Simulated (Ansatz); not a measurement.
`F[SiH2][SeH]` and `[SiH3][SeH]` differ in one atom or group.

Ansatz, PBE0-D4/def2-TZVP geometries, multiplicity 1. Each molecule was computed in one conformer, which needn't be the lowest.

Scalar relativity is left out up to krypton.

```csv
property,`F[SiH2][SeH]`
size of the dipole moment (PBE/def2-TZVPP) / D,1.05
zero-point energy (PBE0-D4/def2-TZVP) / kJ/mol,74.4
HOMO energy (B3LYP/def2-TZVPP) / eV,-7.29
HOMO–LUMO gap (B3LYP/def2-TZVPP) / eV,6.80
LUMO energy (PBE0/def2-TZVPP) / eV,-0.21
LUMO energy (B3LYP/def2-TZVPP) / eV,-0.49
```

**Question.** What does the change do to each property? (An estimate is asked.)

**Answer.** Computed: 
```tsv
property	`[SiH3][SeH]`	shift
size of the dipole moment (PBE/def2-TZVPP) / D	0.79	-0.26
zero-point energy (PBE0-D4/def2-TZVP) / kJ/mol	85.8	11.4
HOMO energy (B3LYP/def2-TZVPP) / eV	-6.86	0.43
HOMO–LUMO gap (B3LYP/def2-TZVPP) / eV	6.54	-0.26
LUMO energy (PBE0/def2-TZVPP) / eV	-0.11	0.10
LUMO energy (B3LYP/def2-TZVPP) / eV	-0.33	0.16
```

With PBE0 the HOMO rises by 0.43 eV and the LUMO rises by 0.10 eV, so the gap narrows by about 0.33 eV. PBE moves the HOMO by 0.43 eV and ωB97M-V by 0.45 eV. Dipoles are sizes alone; their direction can turn.

B3LYP here is the variant with VWN-RPA as its local correlation; programs differ in this.

Spin–orbit coupling is left out; it splits and shifts lone-pair levels of the heavy atoms by tenths of an eV.
